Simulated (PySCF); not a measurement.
Species: MoOCl3 (doublet state).
SMILES: `[O]=[Mo]([Cl])([Cl])[Cl]`

Computed with PySCF 2.14.0, PBE0-D3(BJ)/def2-SVP geometry optimisation, gas phase, def2 core potentials past Kr.

Take the most abundant isotopes and a rigid rotor. 

(1) What are A, B and C (GHz)?

(2) Classify the top.

(3) Is it planar, by Δ = Ic − Ia − Ib?

(4) Give the other two planar moments, Paa and Pbb, and the rms extents of the mass along the axes.

(5) Give the coordinates in the principal-axis frame, origin at the centre of mass.

(6) List the rotational levels J(Ka,Kc) to J = 4 (cm⁻¹).

(7) Predict some low-J microwave lines.

(8) Estimate the classical rotational partition function at 25 K, 50 K and 500 K.

## Answers

(1) Ia = 305.75, Ib = 353.22, Ic = 458.61 u·Å²; 505379 MHz·u·Å²/I gives 1653, 1431 and 1102 MHz, that is A = 1.6529, B = 1.4308, C = 1.1020 GHz.

(2) An asymmetric top; Ray's κ = 0.194.

(3) Not planar: Δ = Ic − Ia − Ib = -200.37 u·Å². For a rigid frame Δ = −2 Σ m c², so Σ m c² = 100.18 u·Å² lies off the ab plane. The atom farthest from that plane is 1.91 Å away.

(4) Paa = Σ m a² = (Ib + Ic − Ia)/2 = 253.04 and Pbb = Σ m b² = (Ia + Ic − Ib)/2 = 205.57 u·Å². With the mass M = 218.81 u, the rms extents √(P/M) along a, b and c are 1.08, 0.97, 0.68 Å.

(5) The sense of each axis is arbitrary; atoms in the order of the calculation.
| atom | mass (u) | a (Å) | b (Å) | c (Å) |
| --- | --- | --- | --- | --- |
| Mo1 | 97.905 | 0.011 | -0.068 | 0.292 |
| O2 | 15.995 | -0.006 | 0.195 | 1.912 |
| Cl3 | 34.969 | 1.951 | -0.856 | -0.560 |
| Cl4 | 34.969 | -0.130 | 2.005 | -0.583 |
| Cl5 | 34.969 | -1.848 | -1.046 | -0.549 |

(6) Above 0(0,0):
J = 1: 1(0,1) 0.0845, 1(1,1) 0.0919, 1(1,0) 0.1029
J = 2: 2(0,2) 0.2472, 2(1,2) 0.2499, 2(1,1) 0.2828, 2(2,1) 0.3050, 2(2,0) 0.3113
J = 3: 3(0,3) 0.4830, 3(1,3) 0.4837, 3(1,2) 0.5468, 3(2,2) 0.5585, 3(2,1) 0.5824, 3(3,1) 0.6262, 3(3,0) 0.6289
J = 4: 4(0,4) 0.7916, 4(1,4) 0.7917, 4(1,3) 0.8869, 4(2,3) 0.8911, 4(2,2) 0.9435, 4(3,2) 0.9721, 4(3,1) 0.9865, 4(4,1) 1.0564, 4(4,0) 1.0573
Those of J = 1 are B + C, A + C and A + B.

(7) The dipole components are |μa| = 0.12 D, |μb| = 0.90 D, |μc| = 0.00 D. The squared components, which scale the intensities, stand as 0.02 : 1.00 : 0.00 (a : b : c). Some lines, for components of 0.1 D or more:

```csv
type,branch,"J(Ka,Kc)",MHz,lower level (cm⁻¹)
b,Q,"3(2,1) ← 3(1,2)",1067,0.547
b,Q,"3(3,0) ← 3(2,1)",1394,0.582
b,Q,"2(2,1) ← 2(1,2)",1653,0.250
a,Q,"3(1,2) ← 3(1,3)",1892,0.484
b,Q,"3(3,1) ← 3(2,2)",2030,0.558
b,Q,"3(2,2) ← 3(1,3)",2243,0.484
a,R,"1(0,1) ← 0(0,0)",2533,0.000
b,R,"2(0,2) ← 1(1,1)",4656,0.092
a,R,"2(0,2) ← 1(0,1)",4878,0.084
b,R,"2(2,0) ← 1(1,1)",6577,0.092
b,R,"3(0,3) ← 2(1,2)",6988,0.250
a,R,"3(1,3) ← 2(1,2)",7008,0.250
b,R,"3(1,3) ← 2(0,2)",7088,0.247
a,R,"3(2,2) ← 2(2,1)",7598,0.305
a,R,"3(1,2) ← 2(1,1)",7914,0.283
a,R,"3(2,1) ← 2(2,0)",8128,0.311
b,R,"3(2,2) ← 2(1,1)",8265,0.283
b,R,"3(3,1) ← 2(2,0)",9441,0.311
b,R,"3(2,1) ← 2(1,2)",9968,0.250
```

(8) Point group Cs, symmetry number σ = 1; q = (√π/σ)·√((kT/h)³/(ABC)), k/h = 20836.6 MHz/K: 13100 at 25 K, 36900 at 50 K, 1170000 at 500 K.

For this open shell read J as N, the rotation without spin; fine and hyperfine splittings come on top. Whether it is a minimum is left open (no frequencies). ⟨S²⟩ = 0.755 (exact for a doublet: 0.75). These are rigid-rotor constants of the computed structure; measured ground-state constants (B0) also hold zero-point vibration. Quadrupole hyperfine structure (35Cl) is left out.
